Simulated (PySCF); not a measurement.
**C⁺ (carbon, charge +1) across methods**

[He] 2s1 2p2, high-spin 4P determinant (an excited configuration). All numbers are calculated (PySCF 2.14, the spin-free X2C one-electron Hamiltonian (Gaussian nucleus), in aug-cc-pCVQZ-DK (9s8p6d4f2g, 109 functions)).

| method | E (hartree) | mean ε 1s β (eV) | mean ε 2s α (eV) | mean ε 2p α (eV) | Σ⟨r²⟩ (bohr²) | ⟨S²⟩ |
| --- | --- | --- | --- | --- | --- | --- |
| UHF | -37.17733 | -320.95 | -36.611 | -25.883 | 7.884 | 3.750 |
| LDA | -36.8743 | -283.71 | -27.096 | -18.556 | 8.082 | 3.750 |
| PBE | -37.2081 | -286.30 | -27.287 | -18.627 | 8.027 | 3.750 |
| PBE0 | -37.2211 | -295.14 | -29.712 | -20.528 | 7.965 | 3.750 |
| BP86 | -37.2512 | -286.81 | -27.345 | -18.663 | 8.001 | 3.750 |
| r2SCAN | -37.2599 | -290.09 | -28.208 | -19.192 | 7.917 | 3.750 |
| BLYP | -37.2468 | -286.97 | -26.903 | -18.328 | 8.014 | 3.750 |

Question: Estimate the same row for TPSS.

Answer: E (hartree) = -37.2686; mean ε 1s β (eV) = -288.86; mean ε 2s α (eV) = -27.642; mean ε 2p α (eV) = -18.743; Σ⟨r²⟩ (bohr²) = 7.976; ⟨S²⟩ = 3.750.
